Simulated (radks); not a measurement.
Numerical settings for neutral gadolinium, [Xe] 4f7 5d1 6s2. Method: scalar-relativistic Kohn-Sham, r2SCAN, spin-unpolarised, spherical densities, finite nucleus; meta-GGA in the generalised Kohn-Sham scheme; Fermi nuclear charge, rms radius 5.1569 fm; computed with a radial shooting solver on a logarithmic mesh with Libxc functionals. The defaults (mesh step 0.008 in ln r, mesh end at 40 bohr or more with all orbitals vanishing there, Anderson mixing 0.5 over 9 steps, residual threshold near 1e-9 with the energy settled to 1e-9 hartree or 1e-11 of itself, here a cap of 99 iterations) give E = -11271.409 hartree and 5d at -2.426 eV in 12 iterations. Run on one thread of a shared host, so times are rough (Arm Neoverse V2): 0.13 s of CPU time, 0.13 s wall, 12 iterations on 2440 mesh points. Changes against that run (0 stands for a change within the tolerance of the run):

setting                    iterations         converged  E (mhartree)  e(5d) (meV)  CPU (s)
mesh step in ln r 0.03             11               yes        -0.272      -0.0138     0.04
mesh step in ln r 0.08              5                no      diverged            -     0.02
mesh step in ln r 0.2               4                no      diverged            -     0.01
mesh end (bohr) 20                 12               yes             0      +0.0191     0.12
mesh end (bohr) 5                  11  level above zero          +321    +4.44e+03     0.09
residual threshold 0.001           10               yes             0       +0.188     0.11
residual threshold 0.01            10               yes             0       +0.188     0.11
mixing 1.5                          4                no      diverged            -      0.1
linear mixing, mixing 0.5          22               yes             0       +0.021      0.2
linear mixing, mixing 0.2          62               yes      +0.00115     +0.00668      0.5
mixing history 3                   12               yes      +0.00136      -0.0223     0.12
iteration cap 2                     2                no          +707    -3.63e+03     0.03

Settled on a wrong energy, with an occupied level pushed above zero by the early mesh end: mesh end (bohr) 5 (+0.321 hartree). Apart from these: no run marked as converged misses the energy by more than 1 mhartree. A mesh that ends early acts as a hard wall.
